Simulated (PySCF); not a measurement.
**From a computed spectrum to the compound**

A species of 19 atoms with charge 4 has these harmonic modes (PBE, small Gaussian bases with core potentials, PySCF 2.14.0):

```csv
cm⁻¹,km/mol,symmetry
56,0.1,b1
56,0.1,b3
56,0.1,b2
78,8.8,b1
78,8.8,b3
79,8.8,b2
115,0.0,b2
116,0.0,b1
116,0.0,b3
195,0.0,a
206,0.0,a
284,0.0,b3
288,0.0,b2
296,0.0,b1
366,0.0,a
376,0.0,a
376,0.0,a
384,14.7,b2
384,14.8,b3
384,14.6,b1
413,0.0,a
596,0.1,b2
598,0.0,b1
601,0.0,b3
608,43.3,b1
609,44.3,b3
612,39.0,b2
712,739.3,b2
713,737.3,b1
716,736.0,b3
718,0.0,b1
720,0.0,b3
722,1.5,b2
1621,295.4,b3
1622,295.5,b2
1622,295.8,b1
1624,0.0,a
1624,0.0,a
1632,0.0,a
3393,0.0,a
3393,1325.3,b1
3397,0.0,a
3398,1290.2,b2
3400,1298.9,b3
3431,0.2,b3
3431,848.1,b2
3436,1.6,b1
3436,840.3,b3
3438,2.3,b2
3438,0.0,a
3438,811.9,b1
```

Task: Which species is it, and in which structure?

Result: [Ce(H2O)6]4+ (singlet):
```xyz
19

Ce    0.0000    0.0000    0.0000
O     0.0000    0.0000    2.3485
H     0.0075    0.7811    2.9748
H    -0.0075   -0.7811    2.9748
O     0.0000    0.0000   -2.3485
H     0.0075   -0.7811   -2.9748
H    -0.0075    0.7811   -2.9748
O     2.3483    0.0000    0.0000
H     2.9747   -0.0114    0.7815
H     2.9747    0.0114   -0.7815
O     0.0000    2.3484    0.0000
H     0.7807    2.9747   -0.0205
H    -0.7807    2.9747    0.0205
O    -2.3483    0.0000    0.0000
H    -2.9747    0.0114    0.7815
H    -2.9747   -0.0114   -0.7815
O     0.0000   -2.3484    0.0000
H    -0.7807   -2.9747   -0.0205
H     0.7807   -2.9747    0.0205
```
Ideal gas at 298.15 K and 1 bar: S = 521.8 J/(mol K), Cp = 234.6 J/(mol K), H − H(0 K) = 44.6 kJ/mol (rigid rotor, harmonic modes, spin degeneracy alone; the modes under 60 cm⁻¹ make these uncertain). 
 This is one of several that fit.
